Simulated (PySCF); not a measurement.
Atom-mapped SMILES (the numbers label the heavy atoms): `[CH3:1][S:2][SiH2:3][Cl:4]`. Each H is labelled by its parent atom.

Geometry: PBE0-D3(BJ)/def2-SVP; GIAO shifts from PySCF 2.14.0 with density-fitted response routines, gas phase, non-relativistic, averaged over equivalent atoms.

At PBE0/aug-cc-pVDZ (149 basis functions, 12 s wall time on 1 thread of an Arm Neoverse V2, shared host):
```
 atoms  δ (ppm)
    C1     12.7
    S2   -161.4
   Si3     -5.0
   Cl4    -21.5
H(Si3)     5.90
 H(C1)     2.04
```

δ = σ(ref) − σ, references computed at the same level: ¹³C (σ = 195.12 ppm) and ²⁹Si (σ = 416.72 ppm) and ¹H (σ = 31.39 ppm) against TMS; ³³S (σ = 557.74 ppm) vs CS2; ³⁵Cl (σ = 967.65 ppm) against HCl.

Question: Estimate the result of repeating the calculation with B97-D/pcSseg-2.

Answer: 
| atoms | δ at B97-D/pcSseg-2 | change |
| --- | --- | --- |
| C1 | 13.5 | +0.8 |
| S2 | -137.0 | +24.4 |
| Si3 | -1.5 | +3.5 |
| Cl4 | -21.2 | +0.3 |
| H(Si3) | 5.73 | -0.17 |
| H(C1) | 2.08 | +0.04 |

Referencing at the same level of theory: TMS for ¹³C (179.03 ppm), ²⁹Si (336.56 ppm), ¹H (31.40 ppm); ³³S (503.58 ppm) vs CS2; ³⁵Cl (926.62 ppm) vs HCl.

The largest change is at S2 (sulfur bonded to C, Si). Cost: 235 basis functions, 27 s wall time on 1 thread of an Arm Neoverse V1, shared host.
